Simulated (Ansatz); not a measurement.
A further run on GeMeH3 (CH₆Ge).

```yaml
crystal:
  periodic: [false, false, false]
  atoms:
    - {symbol: Ge, position_ang: [-0.001886, 0.003067, -0.923132]}
    - {symbol: C, position_ang: [0.002150, -0.003485, 1.044504]}
    - {symbol: H, position_ang: [-1.025817, 0.037651, 1.426348]}
    - {symbol: H, position_ang: [0.554039, 0.864966, 1.425854]}
    - {symbol: H, position_ang: [0.480596, -0.916901, 1.419927]}
    - {symbol: H, position_ang: [1.447642, -0.028091, -1.467703]}
    - {symbol: H, position_ang: [-0.699795, 1.277726, -1.458665]}
    - {symbol: H, position_ang: [-0.756929, -1.234924, -1.467133]}
basis:
  gaussian: {orbitals: def2-SVPD, final_grid: {core_spheres: 8, valence_spheres: 7, degree: 23}}
hamiltonian: {xc: {name: PBEsol}, dispersion: d3bj}
scf: {lower_state_search: full}
output: {forces: true}
```

```sh
$ ansatz run in.yaml --threads 4 --pin off --events-out ev --progress --plain --max-ram 3916MiB
```

Shortened log:

```
Functional definition: PBEsol
962 factors; their error is unknown
mean field evaluation 1: about -57581.6606 eV, gradient 5.5e1 eV
mean field evaluation 2: about -57570.8362 eV, gradient 7.9e1 eV
mean field evaluation 4: about -57588.4028 eV, gradient 2.9e0 eV
mean field evaluation 8: about -57588.4174 eV, gradient 1.4e-2 eV
mean field evaluation 16: about -57581.6262 eV, gradient 5.5e1 eV
mean field -57588.38776487 eV, -2116.3342155477 hartree, gradient 4.2e-5 eV, S^2 0.000000; 0 other end points of the search recorded, 0 dependent functions left out
reference -57588.38779367 eV, -2116.3342166060 hartree; 22, 22 occupied and 84, 84 virtual orbitals, 962 factors
Total energy: -57588.42895135 eV, -2116.3357291230 hartree
Atom 0 at    -0.001886     0.003067    -0.923132 Å, force     0.001080    -0.000166     0.167730 eV/Å
Atom 1 at     0.002150    -0.003485     1.044504 Å, force    -0.004385     0.001640    -0.581710 eV/Å
Atom 2 at    -1.025817     0.037651     1.426348 Å, force    -0.337499     0.012877     0.124885 eV/Å
Atom 3 at     0.554039     0.864966     1.425854 Å, force     0.181142     0.285991     0.123069 eV/Å
Atom 4 at     0.480596    -0.916901     1.419927 Å, force     0.159162    -0.300308     0.121963 eV/Å
Atom 5 at     1.447642    -0.028091    -1.467703 Å, force    -0.020864    -0.000191     0.014553 eV/Å
Atom 6 at    -0.699795     1.277726    -1.458665 Å, force     0.010834    -0.018207     0.014519 eV/Å
Atom 7 at    -0.756929    -1.234924    -1.467133 Å, force     0.010530     0.018365     0.014992 eV/Å
Dipole moment:     0.000311    -0.000532     0.149211 e Å
```

Hardware: 4 threads of Arm Neoverse V2 on a shared host. Wall time 0.45 s.
